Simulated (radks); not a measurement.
Results of a calculation; reference values are marked as such.
Tb44+, 21 electrons, occupied as [Ar] 3d3 (the NIST ground configuration). Code: a radial shooting solver on a logarithmic mesh with Libxc functionals. Model: scalar-relativistic Kohn-Sham, PBEsol, spin-polarised, spherical densities, finite nucleus; open shells are filled with parallel spins first (spin-orbit coupling, left out, can overturn this in heavy ions); Fermi nuclear charge, rms radius 5.06 fm. Some entries of the table are withheld. Estimate them.

orbital,occ.,eigenvalue (hartree),<r> (bohr)
1s up,1,-1999.648,0.02151
1s down,1,-1999.639,0.02151
2s up,1,-408.6009,0.09094
2s down,1,-408.0792,0.09087
2p up,3,-373.9813,0.08029
2p down,3,-373.5759,0.08021
3s up,1,-151.1992,(1)
3s down,1,-150.6387,(2)
3p up,3,-140.6082,0.2212
3p down,3,-140.0291,0.2217
3d up,3,-128.7811,0.1965
3d down,0,-128.0440,0.1970

Answer. 
(1) 3s up <r> (bohr): 0.2256
(2) 3s down <r> (bohr): 0.2260
